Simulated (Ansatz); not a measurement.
Cost and result for the atomization energy of B2ClH3Se, SMILES `ClBB[SeH]` (7 atoms, 6 bonds).

Charge 0, multiplicity 1. Correlated methods include outer-core shells of Se, which these sets cover unevenly. Scalar relativity is left out up to krypton. Geometry: relaxed with PBE0-D4/def2-TZVP. It is one conformer, not always the lowest. Program: Ansatz. All runs use 2 threads of an Arm Neoverse V2 on a shared host. Times are those of one run each, without the atoms' runs, and a repeat can differ threefold. Electronic energies, without spin–orbit coupling; frozen cores. CCSD(T)/CBS adds CCSD(T) − MP2 in def2-TZVPP to the MP2 limit, and its time is that of the two runs behind it. T1 = 0.014. With those shells the extrapolation isn't a true limit. B3LYP takes the VWN-RPA correlation (the form of Gaussian; ORCA's B3LYP/G). HSE06 is the plane-wave form, built on full-range PBE exchange.

CCSD(T)/CBS is a level of theory with its own doubt, some kJ/mol a heavy atom from the limit and from the frozen cores, so smaller differences don't rank the functionals.

```tsv
level	functions	wall time
LDA (SPW92)/def2-TZVPP	194	1.2 s
BLYP-D4/def2-TZVPP	194	2.2 s
PBE-D4/def2-TZVPP (with forces)	194	2.5 s
HSE06-D4/def2-TZVPP	194	3.3 s
CCSD(T)/def2-SVP	93	3.7 s
B3LYP-D4/def2-TZVPP (with forces)	194	4.6 s
B2PLYP/def2-TZVPP	194	5.5 s
PBE-QIDH/def2-TZVPP	194	5.5 s
ωB97X-V/def2-TZVPP	194	8.5 s
B97M-V/def2-TZVPP	194	10 s
MP2/def2-QZVPP	363	17 s
CCSD(T)/def2-TZVPP	194	75 s
CCSD(T)/CBS(def2)	–	92 s
```

(1) What atomization energy does each give, and how far from CCSD(T)/CBS? (Best estimate.)

## Answers

(1) Ansatz gave: 
```tsv
level	atomization (kcal/mol)	difference from CCSD(T)/CBS	per bond
LDA (SPW92)/def2-TZVPP	619.8	81.8	13.6
BLYP-D4/def2-TZVPP	538.9	0.9	0.2
PBE-D4/def2-TZVPP (with forces)	554.1	16.1	2.7
HSE06-D4/def2-TZVPP	547.0	9.0	1.5
CCSD(T)/def2-SVP	512.5	-25.5	-4.2
B3LYP-D4/def2-TZVPP (with forces)	541.5	3.5	0.6
B2PLYP/def2-TZVPP	535.2	-2.8	-0.5
PBE-QIDH/def2-TZVPP	542.3	4.3	0.7
ωB97X-V/def2-TZVPP	542.6	4.6	0.8
B97M-V/def2-TZVPP	548.7	10.7	1.8
MP2/def2-QZVPP	544.1	6.1	1.0
CCSD(T)/def2-TZVPP	525.1	-12.9	-2.1
CCSD(T)/CBS(def2)	538.0	0.0	0.0
```

From BLYP to BHLYP (50 % exact exchange), in def2-TZVPP and without D4, the atomization energy moves by −6.0 kcal/mol: exact exchange takes away binding that semilocal exchange gives to molecules. The D4 term adds +6.1 kcal/mol with B3LYP and +3.2 kcal/mol with PBE0; it sums over pairs of atoms, weighted by their polarisabilities, and B3LYP, whose exchange is more repulsive, gets the larger term. At CCSD(T), def2-SVP lies −25.4 kcal/mol from the extrapolated value and def2-TZVPP −12.8 kcal/mol: correlation converges slowly with the basis, and small sets miss more of it in the bonded molecule than in its fragments.
